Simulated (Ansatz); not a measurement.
C3H7FSi can be A, `C=C[SiH](C)F`, or B, `C[Si@H]1C[C@H]1F`.

Isolated molecules relaxed with PBE0-D4/def2-TZVP in Ansatz; ΔE leaves out vibrations. CCSD(T)/CBS is the MP2 limit (def2-TZVPP, def2-QZVPP) plus CCSD(T) − MP2 in def2-TZVPP, frozen cores. DFT in def2-TZVPP. B3LYP here is the variant with VWN-RPA as its local correlation; programs differ in this. Each species was taken in one conformer, which may not be the lowest.

Task: Which isomer does CCSD(T)/CBS put lower? Give the gap. (Estimate.)

Result: Computed: A, by 67.6 kcal/mol.

Task: Give E(B) − E(A) in kcal/mol with PBE-D4, PBE0-D4, CCSD/def2-TZVPP, HF/def2-TZVPP, CCSD(T)/def2-TZVPP, B3LYP, MP2/def2-TZVPP. (An estimate is asked.)

Result: The calculation gave: PBE-D4 57.8, PBE0-D4 59.5, CCSD/def2-TZVPP 67.8, HF/def2-TZVPP 74.8, CCSD(T)/def2-TZVPP 67.0, B3LYP 66.0, MP2/def2-TZVPP 67.3. None reverses the order clearly.

Largest T1 diagnostic: 0.011.

In def2-TZVPP, CCSD(T) changes the Hartree–Fock value by −7.8 kcal/mol (the triples alone add −0.8 kcal/mol) and MP2 by −7.4 kcal/mol. From PBE to PBE0 (25 % exact exchange), in def2-TZVPP and without D4, E(B) − E(A) moves by +1.8 kcal/mol.
